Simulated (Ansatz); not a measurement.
`CC[AsH][SiH3]` + H₂ → `[SiH3][AsH2]` + `CC`  (hydrogenolysis of the As–C bond)

Calculated with Ansatz (gas phase, PBE0-D4/def2-TZVP geometries, no zero-point term in ΔE). CBS: MP2 limit from def2 TZ/QZ plus the TZ coupled-cluster correction, frozen cores. This one scheme is used for every species. Functionals use def2-TZVPP. B3LYP here is the variant with VWN-RPA as its local correlation; programs differ in this. For As outer-core shells are correlated without core-valence functions, which leaves a few kJ/mol of doubt a bond. Scalar relativity is left out up to krypton. Each species was taken in one conformer, which may not be the lowest.

**Question.** Is it downhill or uphill in electronic energy at CCSD(T)/CBS, and by how much? (Estimate.)

**Answer.** Ansatz gave: Downhill: ΔE = -51.9 kJ/mol.

**Question.** What do these levels give: B3LYP-D4, B2PLYP, PBE-QIDH, revPBE, BLYP, B3LYP, LC-ωPBE, RPA@PBE/def2-TZVPP, MP2/def2-SVP, CCSD(T)/def2-SVP, SCS-MP2/def2-TZVPP, CCSD/CBS(def2)? (An estimate is asked.)

**Answer.** Ansatz gave: B3LYP-D4 -56.9, B2PLYP -61.9, PBE-QIDH -57.6, revPBE -64.2, BLYP -69.2, B3LYP -71.0, LC-ωPBE -66.1, RPA@PBE/def2-TZVPP -52.5, MP2/def2-SVP -61.3, CCSD(T)/def2-SVP -69.1, SCS-MP2/def2-TZVPP -51.4, CCSD/CBS(def2) -58.2 kJ/mol.

Largest T1 diagnostic among the species: 0.011.

From PBE to PBE0 (25 % exact exchange), in def2-TZVPP and without D4, ΔE moves by −3.8 kJ/mol. Leaving LDA and LC-ωPBE aside and taking each functional with its dispersion term where it has one, the values, not all of them listed here, spread over 19.7 kJ/mol, from B97M-V to revPBE-D4. LDA lies +4.7 kJ/mol from PBE without D4.
